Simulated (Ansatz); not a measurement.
Bonds to the group Y in Y-SnCl3. Isolated molecules, 0 K electronic values unless said otherwise. Each species was relaxed from one start; no search for lower structures was made at this level. In the def2 sets, heavy atoms carry core potentials. Strings in code marks are SMILES.

These are CAM-B3LYP-D3(BJ)/def2-TZVP // PBE0-D3(BJ)/def2-SVP (Ansatz, a program for electronic structure) values and carry that method's errors. All candidates: neutral, multiplicity 1. 

HOMO–LUMO gap: 8.75 eV
HOMO: -9.91 eV
LUMO: -1.16 eV

**Question.** Say which member has these values.
A. `C=[CH][Sn]([Cl])([Cl])[Cl]`
B. `[CH3][Sn]([Cl])([Cl])[Cl]`
C. `C[C](C)(C)[Sn]([Cl])([Cl])[Cl]`
D. `CCC[CH2][Sn]([Cl])([Cl])[Cl]` (C–C–C–C torsion 180°, C–C–C–Sn torsion -180°)

**Answer.** D, `CCC[CH2][Sn]([Cl])([Cl])[Cl]` (C–C–C–C torsion 180°, C–C–C–Sn torsion -180°). The others give `[CH3][Sn]([Cl])([Cl])[Cl]`: 9.17 eV, -10.41 eV, -1.24 eV; `C=[CH][Sn]([Cl])([Cl])[Cl]`: 9.13 eV, -10.40 eV, -1.26 eV; `C[C](C)(C)[Sn]([Cl])([Cl])[Cl]`: 8.21 eV, -9.41 eV, -1.21 eV
